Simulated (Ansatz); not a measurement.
`[CH3][Al]([SiH3])[SH]` + `[F][Sn]([F])([F])[SiH3]` → `[F][Al]([SiH3])[SH]` + `[CH3][Sn]([F])([F])[SiH3]`  (redistribution)

Calculated with Ansatz (gas phase, PBE0-D4/def2-TZVP geometries, no zero-point term in ΔE). CCSD(T)/CBS adds triple-zeta CCSD(T) − MP2 to the extrapolated MP2 energy (def2 sets, frozen cores). Functionals use def2-TZVPP. B3LYP here is the variant with VWN-RPA as its local correlation; programs differ in this. Elements past krypton have def2 core potentials. For Sn outer-core shells are correlated without core-valence functions, which leaves a few kJ/mol of doubt a bond. One conformer a species, not always the lowest.

`[CH3][Al]([SiH3])[SH]`:

```xyz
11

C    -0.333    0.098   -1.844
Al    0.462   -0.045   -0.070
Si   -0.804    0.017    2.029
S     2.627   -0.283    0.167
H    -0.912    1.023   -1.934
H    -1.033   -0.727   -2.016
H     0.408    0.084   -2.646
H     0.071   -0.122    3.227
H    -1.815   -1.080    2.077
H    -1.555    1.299    2.164
H     2.883   -0.264   -1.153
```

`[F][Sn]([F])([F])[SiH3]`:

```xyz
8

F     1.912   -0.431   -1.706
Sn    0.896   -0.688   -0.119
F     0.477   -2.544   -0.159
F     2.197   -0.560    1.263
Si   -1.122    0.866    0.147
H    -2.007    0.605   -1.010
H    -1.759    0.505    1.433
H    -0.593    2.247    0.150
```

`[F][Al]([SiH3])[SH]`:

Cartesian coordinates in Å:
```
F -1.646 -1.638 -0.332
Al -0.519 -0.635 0.341
Si 0.670 0.979 -1.045
S -0.181 -0.847 2.480
H -0.286 1.932 -1.672
H 1.642 1.754 -0.227
H 1.414 0.285 -2.132
H -1.094 -1.830 2.587
```

`[CH3][Sn]([F])([F])[SiH3]`:

Cartesian coordinates in Å:
```
C -0.691 1.303 1.498
Sn -0.524 0.191 -0.298
F -2.191 -0.759 -0.454
F -0.660 1.495 -1.707
Si 1.311 -1.454 -1.013
H -1.606 1.891 1.434
H 0.166 1.966 1.607
H -0.747 0.627 2.351
H 1.363 -2.560 -0.024
H 0.971 -1.967 -2.361
H 2.607 -0.733 -1.034
```

Is it downhill or uphill in electronic energy at CCSD(T)/CBS, and by how much? (Estimate.)

The calculation gave: Downhill: ΔE = -122.9 kJ/mol.

What do these levels give: PBE-D4, r2SCAN-D4, B3LYP-D4, ωB97X-V, ωB97M-V, PBE, r2SCAN, B3LYP, SCS-MP2/def2-TZVPP, MP2/def2-QZVPP, SCS-MP2/def2-QZVPP, HF/CBS(def2)? (Estimate.)

The calculation gave: PBE-D4 -110.3, r2SCAN-D4 -115.1, B3LYP-D4 -118.4, ωB97X-V -116.0, ωB97M-V -117.4, PBE -110.6, r2SCAN -115.3, B3LYP -118.8, SCS-MP2/def2-TZVPP -127.1, MP2/def2-QZVPP -127.1, SCS-MP2/def2-QZVPP -124.6, HF/CBS(def2) -120.4 kJ/mol.

Largest T1 diagnostic among the species: 0.015.

From PBE to PBE0 (25 % exact exchange), in def2-TZVPP and without D4, ΔE moves by −5.6 kJ/mol. In def2-TZVPP, CCSD(T) changes the Hartree–Fock value by −3.1 kJ/mol (the triples alone add +1.7 kJ/mol) and MP2 by −6.7 kJ/mol.
